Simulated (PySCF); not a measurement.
CdGeH₅N. Atoms are numbered in the order given.

```xyz
8

Cd     0.0022     0.6586    -0.4092
N      0.1921     2.4019    -1.4416
H     -0.3605     3.1873    -1.0955
H      0.0232     2.3451    -2.4468
Ge    -0.0310    -1.4993     0.9247
H      0.8709    -2.5863     0.2922
H      0.4638    -1.2964     2.3767
H     -1.4550    -2.0972     1.0161
```
Charge 0, spin multiplicity 1.

Coordinates come from a B3LYP-D3(BJ)/def2-SVP optimisation. The structure was generated by enumeration; whether it is a known compound was not checked. The def2 effective core potentials stand for the cores of Cd; spin–orbit coupling is left out. One conformer was computed; it need not be the lowest.

Computed with TDDFT-CAM-B3LYP/def2-SVPD in PySCF.

Vertical excitations. Isolated molecule, no solvent.

| state | energy (eV) | λ (nm) | f | main pairs |
|---|---|---|---|---|
| S1 | 4.82 | 257 | 0.001 | HOMO→LUMO 98 % |
| S2 | 5.01 | 247 | 0.095 | HOMO→LUMO+1 65 %, HOMO→LUMO+2 17 %, HOMO→LUMO+3 10 % |
| S3 | 5.39 | 230 | 0.022 | HOMO→LUMO+2 77 %, HOMO→LUMO+1 16 % |
| S4 | 5.90 | 210 | 0.067 | HOMO−1→LUMO 97 % |
| S5 | 6.12 | 203 | 0.218 | HOMO−1→LUMO+1 77 %, HOMO−1→LUMO+2 15 % |
| S6 | 6.46 | 192 | 0.457 | HOMO−1→LUMO+2 71 % |
| S7 | 6.90 | 180 | 0.022 | HOMO→LUMO+3 53 %, HOMO→LUMO+7 21 % |
| S8 | 7.61 | 163 | 0.258 | HOMO−1→LUMO+3 44 %, HOMO→LUMO+4 15 %, HOMO→LUMO+3 10 %, HOMO→LUMO+7 8 % |
| S9 | 7.73 | 160 | 0.021 | HOMO−2→LUMO+1 24 %, HOMO−3→LUMO 14 %, HOMO→LUMO+4 14 %, HOMO−1→LUMO+6 8 % |
| S10 | 7.75 | 160 | 0.009 | HOMO−2→LUMO 33 %, HOMO→LUMO+5 19 %, HOMO−1→LUMO+5 17 %, HOMO−3→LUMO+1 15 % |
| T1 | 4.27 | 290 | 0 | HOMO→LUMO+1 87 % |
| T2 | 4.67 | 266 | 0 | HOMO→LUMO 91 % |
| T3 | 4.88 | 254 | 0 | HOMO→LUMO+2 91 % |
| T4 | 5.26 | 236 | 0 | HOMO−1→LUMO 88 % |
Triplets are in the Tamm–Dancoff approximation, which puts them higher than full response would, so one can lie above its singlet here.
